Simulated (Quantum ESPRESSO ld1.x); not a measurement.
Pr V, 55 electrons, occupied as [Xe] 4f0.5 5f0.5 (fractional occupations, a model configuration). Method: scalar-relativistic Kohn-Sham, PBEsol, spin-unpolarised, spherical densities, point nucleus; computed with ld1.x of Quantum ESPRESSO 7.5.

Radial electron density D(r) = 4 pi r^2 rho(r):

r (bohr)  D(r) (e/bohr)
0.001342          4.846
0.001804          7.827
0.002445          12.55
0.003314          19.60
0.004456          29.22
0.006039          41.94
0.008184          56.42
0.01109           69.66
0.01491           77.14
0.02021           76.26
0.02739           70.05
0.03683           69.85
0.04991           84.23
0.06764           101.1
0.09167           95.87
0.1233            77.62
0.167             81.13
0.2264            87.24
0.3044            56.35
0.4125            32.39
0.559             37.95
0.7576            27.55
1.019             12.93
1.381             8.791
1.871             4.614
2.515             1.138
3.409            0.2337
4.62            0.08947
6.262           0.01728
8.419         0.0009391

D(r) has 4 maxima, at r = 0.0168, 0.0745, 0.209, 0.573 bohr, and minima at 0.0321, 0.138, 0.423 bohr, inside which lie 1.95, 11.18, 29.00 electrons.
